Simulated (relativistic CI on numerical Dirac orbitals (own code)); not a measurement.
## d2 in a ligand field

Computed with a parametric ligand-field model of a d^n configuration (Racah B and C, spin-orbit zeta, crystal field), exact diagonalisation.

Field parameters in Wybourne normalisation: Oh B⁴₀ = 21Dq, B⁴₄ = √(5/14) B⁴₀; Td as Oh with Dq negative (B⁴₀ = 21Dq, B⁴₄ = √(5/14) B⁴₀). The field is a parameter set, without covalency.

**Question.** Lowest levels for B = 400, C = 1590, ζ = 1700 cm⁻¹, Oh, 10Dq = 23350 cm⁻¹?

**Answer.** E 0 (S 0.97), T2 130 (S 0.97), T1 2432 (S 1.00), A1 3046 (S 0.97), T2 7240 (S 0.10), E 7430 (S 0.09), A1 15140 (S 0.11), A2 23126 (S 1.00), T2 23558 (S 0.99) cm⁻¹, with S from ⟨S²⟩ = S(S + 1). The ground level has 0.03 electrons in the cubic e pair.

**Question.** Lowest levels for B = 650, C = 3250, ζ = 540 cm⁻¹, Oh, 10Dq = 14100 cm⁻¹?

**Answer.** E 0 (S 1.00), T2 36 (S 1.00), T1 765 (S 1.00), A1 1122 (S 1.00), T2 10994 (S 0.15), E 11366 (S 0.01), A2 13053 (S 1.00), T2 13366 (S 0.94), T1 13467 (S 1.00) cm⁻¹, with S from ⟨S²⟩ = S(S + 1). The ground level has 0.04 electrons in the cubic e pair.

**Question.** Lowest levels for B = 570, C = 2670, ζ = 210 cm⁻¹, Td, 10Dq = -3150 cm⁻¹?

**Answer.** T2 0 (S 1.00), A2 3077 (S 1.00), T2 3133 (S 1.00), E 3165 (S 1.00), T1 3217 (S 1.00), T2 5339 (S 1.00), E 5365 (S 1.00), T1 5634 (S 1.00), A1 5763 (S 1.00) cm⁻¹, with S from ⟨S²⟩ = S(S + 1). The ground level has 1.99 electrons in the cubic e pair.

**Question.** Lowest levels for B = 650, C = 2560, ζ = 460 cm⁻¹, Oh, 10Dq = 16300 cm⁻¹?

**Answer.** E 0 (S 1.00), T2 23 (S 1.00), T1 632 (S 1.00), A1 926 (S 1.00), T2 9664 (S 0.02), E 9874 (S 0.01), A2 15140 (S 1.00), T2 15296 (S 0.99), T1 15488 (S 1.00) cm⁻¹, with S from ⟨S²⟩ = S(S + 1). The ground level has 0.03 electrons in the cubic e pair.

**Question.** Lowest levels for B = 740, C = 2850, ζ = 680 cm⁻¹, Oh, 10Dq = 12900 cm⁻¹?

**Answer.** E 0 (S 1.00), T2 65 (S 1.00), T1 1014 (S 1.00), A1 1480 (S 1.00), T2 10665 (S 0.39), E 11410 (S 0.02), A2 11904 (S 1.00), T1 12432 (S 1.00), E 12479 (S 1.00) cm⁻¹, with S from ⟨S²⟩ = S(S + 1). The ground level has 0.06 electrons in the cubic e pair.
